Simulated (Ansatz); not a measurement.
`N[SiH]([SiH3])Cl` + HBr → `N[SiH]([SiH3])Br` + HCl at 600 K and 1 bar (ligand exchange at the Si–Cl bond).

Calculated with Ansatz (gas phase, PBE0-D4/def2-TZVP geometries, no zero-point term in ΔE). CBS: MP2 limit from def2 TZ/QZ plus the TZ coupled-cluster correction, frozen cores. This one scheme is used for every species. For Br outer-core shells are correlated without core-valence functions, which leaves a few kJ/mol of doubt a bond. Scalar relativity is left out up to krypton. One conformer a species, not always the lowest.

| species | CCSD(T)/CBS energy (Eh) | H − E (kJ/mol) | S (J/(mol·K)) |
| --- | --- | --- | --- |
| `N[SiH]([SiH3])Cl` | -1096.32520 | 227.0 | 453.3 |
| HBr | -2573.91920 | 33.5 | 219.1 |
| `N[SiH]([SiH3])Br` | -3209.86330 | 226.7 | 465.6 |
| HCl | -460.38127 | 35.4 | 207.2 |

H − E and S are ideal-gas, rigid-rotor, harmonic terms from PBE0-D4/def2-TZVP, for one conformer and one mirror image of each species. 1 Eh = 2625.50 kJ/mol, R = 8.31446 J/(mol·K).

Problem. By hand: ΔE, ΔH, ΔS and ΔG.

Solution. ΔE = (-3209.86330) + (-460.38127) − (-1096.32520) − (-2573.91920) = -0.00017 Eh = -0.4 kJ/mol. Δ(H − E) = 226.7 + 35.4 − 227.0 − 33.5 = 1.6, so ΔH = 1.2 kJ/mol. ΔS = 465.6 + 207.2 − 453.3 − 219.1 = 0.4 J/(mol·K). ΔG = 1.2 − 600 × (0.4)/1000 = 1.0 kJ/mol.

Problem. By hand: the equilibrium constant, and the temperature at which ΔG would vanish if ΔH and ΔS stayed fixed.

Solution. log₁₀ K = −ΔG/(RT ln 10) = -0.1. ΔG = 0 at ΔH/ΔS = 3000 K, far beyond where these terms or the molecules hold.

The number of gas molecules stays the same, so ΔS is small and ΔH decides. The sign of ΔG lies within the doubt. A doubt of 5 kJ/mol in ΔE shifts log₁₀ K by 0.4 here. Other conformers and mirror images would add mixing entropy, several J/(mol·K) or more a flexible species. These are equilibria of isolated gas molecules and say nothing of rates. Largest T1 diagnostic: 0.011 (customary marks: 0.02 for closed shells, 0.045 for open ones).
